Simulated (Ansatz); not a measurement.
Consider the silylene formation by 1,1-elimination: `C[Si](C)(F)Br` → `CBr` + `C[Si]F`.

Calculated with Ansatz (gas phase, PBE0-D4/def2-TZVP geometries, no zero-point term in ΔE). CBS: MP2 limit from def2 TZ/QZ plus the TZ coupled-cluster correction, frozen cores. This one scheme is used for every species. DFT in def2-TZVPP. For Br outer-core shells are correlated without core-valence functions, which leaves a few kJ/mol of doubt a bond. Scalar relativity is left out up to krypton.

CCSD(T)/CBS gives +89.5 kcal/mol.

Task: Another level gave +90.5 kcal/mol. Which?
A. ωB97X-V/def2-TZVPP
B. r2SCAN-D4/def2-TZVPP
C. ωB97M-V/def2-TZVPP
D. PBE/def2-TZVPP

Result: A. ωB97X-V 90.5, ωB97M-V 87.9, PBE 83.8, r2SCAN-D4 93.9 kcal/mol.

Largest T1 diagnostic among the species: 0.014.

From PBE to PBE0 (25 % exact exchange), in def2-TZVPP and without D4, ΔE moves by +5.0 kcal/mol. The D4 term adds +4.5 kcal/mol with B3LYP and +2.5 kcal/mol with PBE0; it sums over pairs of atoms, weighted by their polarisabilities, and B3LYP, whose exchange is more repulsive, gets the larger term.

B3LYP here is the variant with VWN-RPA as its local correlation; programs differ in this.
